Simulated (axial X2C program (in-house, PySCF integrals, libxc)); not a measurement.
## Spin–orbit effects down a group: molecules with Y (ions), CCSD

Calculated with an in-house all-electron X2C program for linear molecules (integrals from PySCF), spin-free (one-electron X2C) or two-component (2c: spin–orbit coupling with atomic mean-field Coulomb and Gaunt terms, which also bring small scalar terms), in Dyall basis sets with cores contracted in-house; open shells are unrestricted.

Basis sets: O dyall-av3z, S dyall-av3z, Se dyall-cv3z, Y dyall-cv3z. Frozen shells (counts by l): YO⁺ Y 4s3p1d, O 1s, 8 electrons correlated; YS⁺ Y 4s3p1d, S 2s1p, 8 electrons correlated; YSe⁺ Y 4s3p1d, Se 3s2p1d, 8 electrons correlated. Coupled cluster in natural virtuals with an MP2 remainder. Where the outer core of a metal is frozen, bonds come out longer and ionisation energies lower.

```tsv
molecule	spin-free state	Re (Å)	ωe (cm⁻¹)	De (eV)	2c state	Re 2c (Å)	ωe 2c (cm⁻¹)	De 2c (eV)
YO⁺	M_S = 0, Λ = 0	1.749	937.6	n/a	Ω = 0	1.749	937.8	n/a
YS⁺	M_S = 0, Λ = 0	2.245	533.9	n/a	Ω = 0	2.245	534.0	n/a
YSe⁺	M_S = 0, Λ = 0	2.383	371.8	n/a	Ω = 0	2.383	371.0	n/a
```

Fragments in 2c: Y+ + O, Y+ + S, Y+ + Se. Each entry is the lowest single determinant of a limited PBE0 search at one distance. De goes to single-determinant-based atoms at the same level (for ions the charge split of lowest energy) and is withheld (n/a) where an atom does not fit its ground term or J level. Main or longest-lived isotopes. One determinant is a doubtful description, or other states lie close, for YSe⁺; these need not be ground states, and all values refer to the states named.
